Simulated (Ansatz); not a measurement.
C2H8ClNSi, SMILES `CC(Cl)[SiH2]N`, relaxed with RKS PBE-D4/def2-SVP in Ansatz 0.2.0 from a rough embedded geometry. The force threshold is 0.03 eV/Å; the program also tests the step.

Charge 0, multiplicity 1.

Start:

```xyz
13

C    -1.297   -0.396    0.908
C     0.146   -0.590    0.771
Cl    0.455   -2.183   -0.004
Si    1.088    0.740   -0.260
N     0.639    0.742   -1.856
H    -1.874   -0.406   -0.084
H    -1.584    0.534    1.390
H    -1.776   -1.231    1.459
H     0.576   -0.606    1.750
H     2.501    0.585   -0.138
H     0.668    2.096    0.327
H     0.885   -0.124   -2.291
H    -0.426    0.839   -1.971
```

By how much does the energy fall, and how many steps does the optimiser take? (Best estimate.)

The calculation gave: 47.20 kJ/mol, in 7 steps, 1 of them rejected.

Which bonds change most? (Best estimate.)

The calculation gave: Si4–N5 from 1.658 to 1.741 Å; Si4–H10 from 1.426 to 1.501 Å; C1–C2 from 1.463 to 1.521 Å; N5–H13 from 1.076 to 1.022 Å.

Give the relaxed structure. (Best estimate.)

Ansatz gave: 
```xyz
13

C    -1.350   -0.437    0.906
C     0.164   -0.574    0.860
Cl    0.622   -2.179    0.088
Si    1.048    0.742   -0.223
N     0.571    0.688   -1.897
H    -1.772   -0.395   -0.120
H    -1.626    0.503    1.429
H    -1.826   -1.283    1.441
H     0.595   -0.614    1.882
H     2.524    0.496   -0.101
H     0.683    2.110    0.293
H     0.669   -0.205   -2.389
H    -0.302    1.147   -2.169
```
